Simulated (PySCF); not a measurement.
Mapped SMILES: `[SiH3:1][CH2:2]/[CH:3]=[CH:4]\[Cl:5]`. Hydrogens are named by the atom that carries them.

Geometry: PBE0-D3(BJ)/def2-SVP; GIAO absolute shieldings from PySCF 2.14, gas phase, non-relativistic, averaged over equivalent atoms.

At B3LYP/pcSseg-2 (292 basis functions, 71 s wall time on 1 thread of an Arm Neoverse V1, shared host):
```
 atoms  σ (ppm)
   Si1    398.6
    C3     39.3
    C4     45.7
    C2    165.8
   Cl5    735.9
 H(C4)    25.18
 H(C3)    25.38
H(Si1)    27.54
 H(C2)    29.37
```

Q: Predict the values at B97-D/pcSseg-2 on the same geometry.

A: 
```
 atoms  σ at B97-D/pcSseg-2  change
   Si1                409.7   +11.1
    C3                 46.1    +6.8
    C4                 50.8    +5.1
    C2                164.8    -1.0
   Cl5                724.8   -11.1
 H(C4)                25.20   +0.02
 H(C3)                25.43   +0.05
H(Si1)                27.55   +0.01
 H(C2)                29.30   -0.07
```

The largest change is at Cl5 (chlorine bonded to C). Cost: 292 basis functions, 77 s wall time on 1 thread of an Arm Neoverse V1, shared host. The order of the carbon signals is the same at both levels.

Carbons that carry Cl, above all several Cl atoms, come out too deshielded, partly because spin–orbit coupling is missing.
